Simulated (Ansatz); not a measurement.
Harmonic frequencies (cm⁻¹) at PBE0-D4/def2-TZVP from Ansatz: 266.

Which molecule is it?
A. `[Te]=[Te]` (triplet)
B. `[S][Sn]`
C. `[As]#[As]`
D. `[In][I]`

A.
